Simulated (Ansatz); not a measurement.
Consider the formal exchange of groups at the Se–Si bond: `O[Si](O)(F)[SeH]` + `C=N` → `N=C[SeH]` + `O[SiH](O)F`.

Program: Ansatz. Geometries: PBE0-D4/def2-TZVP. ΔE: electronic, gas phase. CCSD(T)/CBS adds triple-zeta CCSD(T) − MP2 to the extrapolated MP2 energy (def2 sets, frozen cores). This one scheme is used for every species. DFT in def2-TZVPP. B3LYP here is the variant with VWN-RPA as its local correlation; programs differ in this. HSE06 is defined as in plane-wave codes. For Se outer-core shells are correlated without core-valence functions, which leaves a few kJ/mol of doubt a bond. Scalar relativity is left out up to krypton. One conformer a species, not always the lowest.

| level | ΔE (kcal/mol) | difference from CCSD(T)/CBS |
| --- | --- | --- |
| LDA (SPW92) | 16.3 | -3.7 |
| PBE-D4 | 17.3 | -2.7 |
| revPBE-D4 | 17.4 | -2.6 |
| BLYP-D4 | 16.5 | -3.5 |
| r2SCAN-D4 | 18.1 | -1.9 |
| B97M-V | 18.7 | -1.3 |
| PBE0-D4 | 19.1 | -0.9 |
| B3LYP-D4 | 18.1 | -1.9 |
| r2SCAN0-D4 | 19.5 | -0.5 |
| HSE06-D4 | 19.0 | -1.0 |
| BHLYP-D4 | 20.0 | 0.0 |
| CAM-B3LYP-D4 | 18.5 | -1.5 |
| ωB97X-V | 19.2 | -0.8 |
| ωB97M-V | 19.7 | -0.3 |
| B2PLYP | 17.7 | -2.3 |
| PBE-QIDH | 19.4 | -0.6 |
| PBE | 16.6 | -3.4 |
| r2SCAN | 17.9 | -2.1 |
| PBE0 | 18.4 | -1.6 |
| B3LYP | 16.9 | -3.1 |
| r2SCANh | 18.5 | -1.5 |
| r2SCAN0 | 19.2 | -0.8 |
| HSE06 | 18.4 | -1.6 |
| CAM-B3LYP | 17.8 | -2.2 |
| LC-ωPBE | 19.5 | -0.5 |
| RPA@PBE/def2-TZVPP | 17.9 | -2.1 |
| HF/def2-SVP | 20.5 | 0.5 |
| CCSD/def2-SVP | 19.4 | -0.6 |
| CCSD(T)/def2-SVP | 18.9 | -1.1 |
| HF/def2-TZVPP | 20.1 | 0.1 |
| MP2/def2-TZVPP | 18.5 | -1.5 |
| SCS-MP2/def2-TZVPP | 18.1 | -1.9 |
| CCSD/def2-TZVPP | 19.2 | -0.8 |
| CCSD(T)/def2-TZVPP | 18.8 | -1.2 |
| HF/def2-QZVPP | 19.9 | -0.1 |
| MP2/def2-QZVPP | 19.1 | -0.9 |
| SCS-MP2/def2-QZVPP | 18.7 | -1.3 |
| HF/CBS(def2) | 19.9 | -0.1 |
| MP2/CBS(def2) | 19.7 | -0.3 |
| CCSD/CBS(def2) | 20.4 | 0.4 |
| CCSD(T)/CBS | 20.0 | 0 |

Largest T1 diagnostic among the species: 0.012.

In def2-TZVPP, CCSD(T) changes the Hartree–Fock value by −1.3 kcal/mol (the triples alone add −0.4 kcal/mol) and MP2 by −1.6 kcal/mol. The D4 term adds +1.2 kcal/mol with B3LYP and +0.7 kcal/mol with PBE0; it sums over pairs of atoms, weighted by their polarisabilities, and B3LYP, whose exchange is more repulsive, gets the larger term.
